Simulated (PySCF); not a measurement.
# AgCl: one state, many levels of theory

State: ¹Σ⁺ (singlet), closed shell. Set-up: basis Ag def2-TZVPP with ECP28, Cl def2-TZVPP; scalar-relativistic core potentials; PySCF 2.14. De refers to Ag (4d10 5s1) + Cl in their high-spin ground configurations, without counterpoise correction. A positive dipole means Ag(−)Cl(+).

```json
{"Level": "RHF", "Re (Å)": "2.379", "ωe (cm⁻¹)": "310", "De (eV)": "n/a", "μ (D)": "-7.42"}
{"Level": "RHF-MP2", "Re (Å)": "2.256", "ωe (cm⁻¹)": "355", "De (eV)": "n/a", "μ (D)": "n/a"}
{"Level": "RHF-SCS-MP2", "Re (Å)": "2.282", "ωe (cm⁻¹)": "344", "De (eV)": "n/a", "μ (D)": "n/a"}
{"Level": "RHF-CCSD", "Re (Å)": "2.299", "ωe (cm⁻¹)": "337", "De (eV)": "2.93", "μ (D)": "n/a"}
{"Level": "RHF-CCSD(T)", "Re (Å)": "2.289", "ωe (cm⁻¹)": "340", "De (eV)": "3.03", "μ (D)": "n/a"}
{"Level": "PBE", "Re (Å)": "2.281", "ωe (cm⁻¹)": "330", "De (eV)": "3.18", "μ (D)": "-4.85"}
{"Level": "r²SCAN", "Re (Å)": "2.272", "ωe (cm⁻¹)": "340", "De (eV)": "3.21", "μ (D)": "-5.28"}
{"Level": "M06-L", "Re (Å)": "2.297", "ωe (cm⁻¹)": "328", "De (eV)": "3.33", "μ (D)": "-5.63"}
{"Level": "B3LYP", "Re (Å)": "2.306", "ωe (cm⁻¹)": "326", "De (eV)": "2.93", "μ (D)": "-5.37"}
{"Level": "PBE0", "Re (Å)": "2.285", "ωe (cm⁻¹)": "337", "De (eV)": "3.10", "μ (D)": "-5.60"}
{"Level": "MN15", "Re (Å)": "2.270", "ωe (cm⁻¹)": "346", "De (eV)": "3.17", "μ (D)": "-5.57"}
{"Level": "BHandHLYP", "Re (Å)": "2.314", "ωe (cm⁻¹)": "331", "De (eV)": "2.87", "μ (D)": "-6.17"}
{"Level": "ωB97M-V", "Re (Å)": "2.297", "ωe (cm⁻¹)": "338", "De (eV)": "3.36", "μ (D)": "-5.96"}
```

(1) Which functional lies closest to RHF-CCSD(T) in De, which farthest, and by how much do they differ from it?

(2) What does a quarter of exact exchange do here, going from PBE to PBE0?

(3) What does the step from GGA to meta-GGA do here, going from PBE to r²SCAN?

Measured (Huber and Herzberg, Constants of Diatomic Molecules (1979)): Re = 2.280792 Å, ωe = 343.49 cm⁻¹.

Correlated steps freeze 5 core orbitals. These are scalar-relativistic numbers at best; spin–orbit coupling would shift them, the dissociation energy most. Where the molecule has an RHF reference, its open-shell atoms are computed with UHF.

The whole job (state search and all levels along the bond) took about 7.4 min on 2 threads of Arm Neoverse V2 (shared host), peak memory 3.1 GiB.

Answers

(1) Closest is PBE0 (-0.4 pm in Re, -0.9 % in ωe, +0.07 eV in De against RHF-CCSD(T) in the same basis), farthest ωB97M-V (+0.8 pm in Re, -0.6 % in ωe, +0.33 eV in De). CCSD(T) converges more slowly with the basis than the functionals do and binds too weakly in this one, so the order can change at the basis-set limit.

(2) PBE0 less PBE: +0.4 pm in Re, +2.1 % in ωe, -0.08 eV in De. Exact exchange removes part of the self-interaction that spreads semilocal densities, and in most molecules shortens and stiffens the bond and lowers De; here Re goes the other way.

(3) r²SCAN less PBE: -0.9 pm in Re, +3.0 % in ωe, +0.03 eV in De.
